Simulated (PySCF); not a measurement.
Method: PySCF with B3LYP-D3(BJ)/def2-TZVP // PBE0-D4/def2-TZVP. All species are isolated molecules in the gas phase. B3LYP has the VWN-RPA correlation part, as in Gaussian. Delta-SCF ions had no search for a lower state. 

Reference species (SMILES): `[CH3][InH][CH3]` (neutral, multiplicity 1).

- HOMO–LUMO gap = 5.48 eV
- HOMO = -6.97 eV
- vertical ionisation energy (Delta-SCF) = 9.14 eV

Changed species: `[InH3]` (0 of 3 H replaced by CH3; the reference has 2 of 3 H replaced by CH3).

Q: What does the change do to the HOMO–LUMO gap, HOMO and vertical ionisation energy (Delta-SCF)?

A: the HOMO–LUMO gap rises by 0.32 eV, to 5.80 eV; the HOMO drops by 1.03 eV, to -8.00 eV; the vertical ionisation energy (Delta-SCF) goes up by 1.45 eV, to 10.59 eV.
